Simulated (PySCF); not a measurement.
Isomers of C7H10F2Si, mass 160.052 u with the commonest isotopes. Theory: PBE0/pcSseg-1 in PySCF (dipole) on a GFN2-xTB geometry, gas phase. One conformer each, none proved a minimum here; rigid rotors.

Question: Order these by rotational constant B, smallest first.
A. `[F:1][CH:2]([F:3])[C:4]1=[CH:5][SiH2:6][C@H:7]2[CH2:8][C@@H:9]1[CH2:10]2` with F1–C2–C4–C5 -121°
B. `[CH3:1][C@:2]1([SiH2:3][F:4])[CH:5]=[CH:6][C:7]([F:8])=[CH:9][CH2:10]1` with C1–C2–Si3–F4 60°, C1–C2–C5–C6 -154°, C5–C6–C7–F8 -167°, C7–C9–C10–C2 -32°, C1–C2–C10–C9 167°
C. `[CH:1]#[C:2][Si@:3]1([CH3:4])[CH2:5][C@H:6]([CH:7]([F:8])[F:9])[CH2:10]1` with C5–C6–C7–F8 -176°, C2–Si3–C5–C6 -98°, Si3–C5–C6–C7 103°, C5–C6–C10–Si3 13°, C2–Si3–C10–C6 99°

Answer: C (709.7 MHz), B (779.8 MHz), A (822.5 MHz).

Question: Order these by rotational constant C, smallest first.
A. `[CH:1]#[C:2][Si@:3]1([CH3:4])[CH2:5][C@H:6]([CH:7]([F:8])[F:9])[CH2:10]1` with C5–C6–C7–F8 -176°, C2–Si3–C5–C6 -98°, Si3–C5–C6–C7 103°, C5–C6–C10–Si3 13°, C2–Si3–C10–C6 99°
B. `[CH3:1][C@:2]1([SiH2:3][F:4])[CH:5]=[CH:6][C:7]([F:8])=[CH:9][CH2:10]1` with C1–C2–Si3–F4 60°, C1–C2–C5–C6 -154°, C5–C6–C7–F8 -167°, C7–C9–C10–C2 -32°, C1–C2–C10–C9 167°
C. `[F:1][CH:2]([F:3])[C:4]1=[CH:5][SiH2:6][C@H:7]2[CH2:8][C@@H:9]1[CH2:10]2` with F1–C2–C4–C5 -121°

Answer: A (614.8 MHz), C (676.4 MHz), B (709.0 MHz).

Question: Order these by dipole moment, smallest first.
A. `[CH:1]#[C:2][Si@:3]1([CH3:4])[CH2:5][C@H:6]([CH:7]([F:8])[F:9])[CH2:10]1` with C5–C6–C7–F8 -176°, C2–Si3–C5–C6 -98°, Si3–C5–C6–C7 103°, C5–C6–C10–Si3 13°, C2–Si3–C10–C6 99°
B. `[CH3:1][C@:2]1([SiH2:3][F:4])[CH:5]=[CH:6][C:7]([F:8])=[CH:9][CH2:10]1` with C1–C2–Si3–F4 60°, C1–C2–C5–C6 -154°, C5–C6–C7–F8 -167°, C7–C9–C10–C2 -32°, C1–C2–C10–C9 167°
C. `[F:1][CH:2]([F:3])[C:4]1=[CH:5][SiH2:6][C@H:7]2[CH2:8][C@@H:9]1[CH2:10]2` with F1–C2–C4–C5 -121°

Answer: B (1.94 D), C (2.43 D), A (3.09 D).

| SMILES | point group | Ia (u·Å²) | Ib (u·Å²) | Ic (u·Å²) | κ | μa (D) | μb (D) | μc (D) |
| --- | --- | --- | --- | --- | --- | --- | --- | --- |
| FC(F)C1=C[SiH2][C@H]2C[C@@H]1C2 | C1 | 243.06 | 614.48 | 747.21 | -0.79 | 1.90 | 0.94 | 1.17 |
| C[C@]1([SiH2]F)C=CC(F)=CC1 | C1 | 268.85 | 648.10 | 712.82 | -0.88 | 0.40 | 1.85 | 0.40 |
| C#C[Si@]1(C)C[C@H](C(F)F)C1 | Cs | 295.77 | 712.06 | 822.03 | -0.83 | 3.05 | 0.46 | 0.01 |
